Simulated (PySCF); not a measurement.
Job file and geometry (Å, from GFN2-xTB) of an NMR shielding run on `InChI=1S/C3H13NSi3/c1-2-6-3-7-4-5/h2,4H,1,3,6-7H2,5H3`, GIAO PBE0/pcSseg-1 NMR shielding, non-relativistic, gas phase in PySCF; density fitting, a coarse starting grid and PySCF grid level 2 are the driver's defaults:

```
$ OMP_NUM_THREADS=1 python probes_run.py task.json out

{"job": {"kind": "nmr", "xc": "PBE0", "basis": "pcSseg-1"}, "charge": 0, "multiplicity": 1}
C     -3.470803     0.754553     0.499653
C     -2.600330    -0.184758     0.831986
Si    -1.754299    -1.345086    -0.384401
C      0.113480    -1.006067    -0.362570
Si     0.608402     0.747461    -0.874749
N      2.342267     0.837696    -0.940290
Si     3.528000     0.276950     0.190077
H     -3.769507     0.906978    -0.525014
H     -3.927758     1.414076     1.222974
H     -2.341371    -0.290871     1.879710
H     -2.013894    -2.734364     0.033282
H     -2.303595    -1.138237    -1.729662
H      0.609820    -1.720441    -1.018393
H      0.494937    -1.200727     0.639731
H      0.061223     1.722505     0.082088
H      0.161454     1.073898    -2.233627
H      2.684621     1.537021    -1.578894
H      4.818024     0.414307    -0.487913
H      3.231140    -1.119829     0.503368
H      3.523039     1.065612     1.430214
```

Question: Write the output of this run.

Answer: 
```
coarse grid: 17256 points
cycle   1  E = -1044.6400382766  dE =  3.039e-01  |g| = 5.860e-01  |ddm| = 3.956e+00
cycle   2  E = -1044.5839619528  dE =  5.608e-02  |g| = 7.586e-01  |ddm| = 1.138e+00
cycle   3  E = -1044.7176649875  dE = -1.337e-01  |g| = 8.682e-02  |ddm| = 7.447e-01
cycle   4  E = -1044.7192082176  dE = -1.543e-03  |g| = 3.113e-02  |ddm| = 1.008e-01
cycle   5  E = -1044.7194400609  dE = -2.318e-04  |g| = 6.795e-03  |ddm| = 2.969e-02
cycle   6  E = -1044.7194503142  dE = -1.025e-05  |g| = 2.664e-03  |ddm| = 8.399e-03
cycle   7  E = -1044.7194520882  dE = -1.774e-06  |g| = 6.178e-04  |ddm| = 2.520e-03
final grid: 150232 points
cycle   8  E = -1044.7559968232  dE = -2.248e-05  |g| = 7.468e-03  |ddm| = 2.029e-02
cycle   9  E = -1044.7559882079  dE =  8.615e-06  |g| = 9.628e-03  |ddm| = 1.462e-02
cycle  10  E = -1044.7560102608  dE = -2.205e-05  |g| = 9.898e-04  |ddm| = 8.413e-03
cycle  11  E = -1044.7560104756  dE = -2.147e-07  |g| = 2.390e-04  |ddm| = 9.561e-04
cycle  12  E = -1044.7560104883  dE = -1.274e-08  |g| = 6.965e-05  |ddm| = 2.178e-04
cycle  13  E = -1044.7560104894  dE = -1.068e-09  |g| = 2.748e-05  |ddm| = 7.789e-05
cycle  14  E = -1044.7560104895  dE = -1.828e-10  |g| = 6.474e-06  |ddm| = 2.610e-05
converged SCF energy = -1044.7560104895

GIAO shielding tensors (ppm)
atom      isotropic    diamagn.    paramagn.     s11        s22        s33       span
  0 C       44.197     252.619    -208.423    -80.804     50.875    162.519    243.323
  1 C       44.423     262.556    -218.133    -76.138     31.923    177.485    253.623
  2 Si     392.672     881.508    -488.836    357.407    395.579    425.031     67.623
  3 C      192.245     262.099     -69.853    182.925    188.798    205.013     22.087
  4 Si     378.994     882.408    -503.414    330.401    377.829    428.752     98.351
  5 N      266.823     323.368     -56.545    244.109    247.565    308.796     64.687
  6 Si     409.503     879.574    -470.071    365.001    394.077    469.430    104.430
  7 H       25.586      31.049      -5.463     21.617     25.258     29.883      8.266
  8 H       25.393      28.732      -3.339     22.001     24.975     29.204      7.203
  9 H       25.262      32.973      -7.710     22.376     25.345     28.066      5.690
 10 H       26.920      28.899      -1.978     23.647     24.947     32.168      8.521
 11 H       27.352      30.573      -3.221     24.493     25.726     31.837      7.344
 12 H       31.698      33.476      -1.778     26.357     29.679     39.058     12.701
 13 H       31.161      36.306      -5.145     25.788     30.408     37.286     11.498
 14 H       26.690      33.208      -6.518     21.853     27.012     31.206      9.353
 15 H       26.909      32.041      -5.132     22.606     26.582     31.539      8.933
 16 H       32.189      30.717       1.472     22.361     29.240     44.966     22.605
 17 H       27.034      27.932      -0.898     23.397     25.103     32.603      9.207
 18 H       26.992      30.267      -3.275     23.038     27.046     30.891      7.853
 19 H       26.959      29.411      -2.452     23.350     24.867     32.660      9.310
```

Question: Turn these shieldings into chemical shifts. δ = σ(ref) − σ, references computed at the same level: $^{13}$C (σ = 186.93 ppm) and $^{29}$Si (σ = 349.16 ppm) and $^{1}$H (σ = 31.72 ppm) vs TMS; NH3 for $^{15}$N (σ = 267.73 ppm).

Answer: Averaging equivalent atoms: C 0: 142.7; C 1: 142.5; C 3: -5.3; Si 4: -29.8; Si 2: -43.5; Si 6: -60.3; N 5: 0.9; H 9: 6.45; H 8: 6.32; H 7: 6.13; H 14/15: 4.92; H 17/18/19: 4.72; H 10/11: 4.58; H 12/13: 0.29; H 16: -0.47 ppm. Experimental scales use liquid or dissolved standards, which lie at an offset from isolated NH3 (liquid NH3: subtract about 20 ppm).

Size and cost of the density-fitted run: 205 basis functions, 68 s wall time on 1 thread of an Arm Neoverse N1, shared host; peak memory 0.93 GiB.
